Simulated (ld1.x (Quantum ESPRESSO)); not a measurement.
Bi (Z = 83), PAW: configuration errors across variants

Bi, PAW, made with ld1.x (Quantum ESPRESSO) 7.5 (LDA (PZ), scalar-relativistic). Core [Xe] 4f14, reference 5d10 6s2 6p3. Waves: 6s (bound): rcut 1.45, rcutus 1.80 bohr; 6s channel at -0.1 Ry: rcut 1.45, rcutus 1.80 bohr; 6p (bound): rcut 1.90, rcutus 2.00 bohr; 6p channel at 2.2 Ry: rcut 1.90, rcutus 2.00 bohr; 5d (bound): rcut 0.90, rcutus 1.05 bohr; 5d channel at -1.45 Ry: rcut 0.90, rcutus 1.05 bohr. Local part: all-electron potential smoothed inside 1.95 bohr (lloc = -2). Core correction: Bessel-smoothed model core inside 0.85 bohr. Augmentation charge: PSQ, inside the norm-conserving radii.

All-electron excitation energies from the reference (eV): (1) 5d10 6s2 6p2 8.154; (2) 5d10 6s2 6p1 23.719; (3) 5d10 6s2 6p0 47.434; (4) 5d10 6s1 6p3 19.049; (5) 5d10 6s1 6p4 10.177; (6) 5d10 6s2 6p3.3 -1.152; (7) 5d9 6s2 6p4 24.123; (8) 5d10 6s2 6p3 spin -1.024; (9) 5d10 6s2 6p2 spin 7.602.

Spin tests fill each open shell by Hund’s rule, majority spin first.

Tests that are not counted but printed errors over 1 eV. “local potential all-electron potential smoothed inside 1.62 bohr (lloc = -2)”: 5d9 6s2 6p4 (solver errors, printed error -1885 eV).

A true bound ghost makes a file unfit for plane-wave use even where its test errors are small: the radial tests pick states by their node count and pass the ghost by. Where a test does run into it, the solver fails or the error is huge.

Errors AE − PS in meV (a dash: test not solved or not reliable):

| change | (1) | (2) | (3) | (4) | (5) | (6) | (7) | (8) | (9) | bound ghosts |
| --- | --- | --- | --- | --- | --- | --- | --- | --- | --- | --- |
| base | -3.7 | -11 | -25 | -5.3 | -1.8 | +0.6 | -56 | +0.2 | -3.8 | none |
| local potential all-electron potential smoothed inside 0.78 bohr (lloc = -2) | -2.9 | -6.3 | -9.4 | -6.2 | -1.3 | +0.5 | -66 | +2.3 | -1.6 | s, p |
| local potential all-electron potential smoothed inside 0.96 bohr (lloc = -2) | -3.0 | -7.0 | -12 | -6.6 | -1.8 | +0.5 | -68 | +1.7 | -2.0 | s, p |
| local potential all-electron potential smoothed inside 1.16 bohr (lloc = -2) | -2.8 | -6.2 | -8.8 | -7.1 | -2.1 | +0.5 | -71 | +1.7 | -1.9 | s, p |
| local potential all-electron potential smoothed inside 1.44 bohr (lloc = -2) | -4.9 | -14 | -26 | -11 | -3.9 | +0.5 | -98 | – | – | s, p |
| local potential all-electron potential smoothed inside 1.62 bohr (lloc = -2) | -3.5 | -10 | -26 | -3.8 | -1.4 | +0.6 | – | +0.8 | -4.1 | s |
| local potential all-electron potential smoothed inside 1.84 bohr (lloc = -2) | -3.6 | -11 | -25 | -5.1 | -1.8 | +0.6 | -53 | +0.2 | -3.8 | none |
| local potential all-electron potential smoothed inside 2.00 bohr (lloc = -2) | -3.7 | -11 | -25 | -5.3 | -1.8 | +0.6 | -56 | +0.2 | -3.8 | none |
| local potential all-electron potential smoothed inside 2.12 bohr (lloc = -2) | -3.7 | -11 | -25 | -5.4 | -1.9 | +0.6 | -61 | +0.2 | -3.8 | s |
| local potential all-electron potential smoothed inside 2.30 bohr (lloc = -2) | -3.5 | -10 | -25 | -4.2 | -1.5 | +0.6 | – | – | – | none |

(1) Give the same row for: local potential all-electron potential smoothed inside 1.28 bohr (lloc = -2).

Answers

(1) -4.3, -10, -17, -7.7, -1.0, +0.7, -75, +2.3, -2.9; bound ghosts: s, p.
